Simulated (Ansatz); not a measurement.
**Question.** Name a neutral molecule of Au, F with HOMO–LUMO gap (B3LYP/def2-TZVPP) between 3.75 and 4.05 eV and zero-point energy (PBE0-D4/def2-TZVP) between -5 and 11 kJ/mol (Ansatz, PBE0-D4/def2-TZVP geometry).

**Answer.** `[F][Au]` (3.81 eV, 3.2 kJ/mol). Other molecules can fit too; these were computed, each in one conformer that needn't be the lowest.

B3LYP here is the variant with VWN-RPA as its local correlation; programs differ in this.
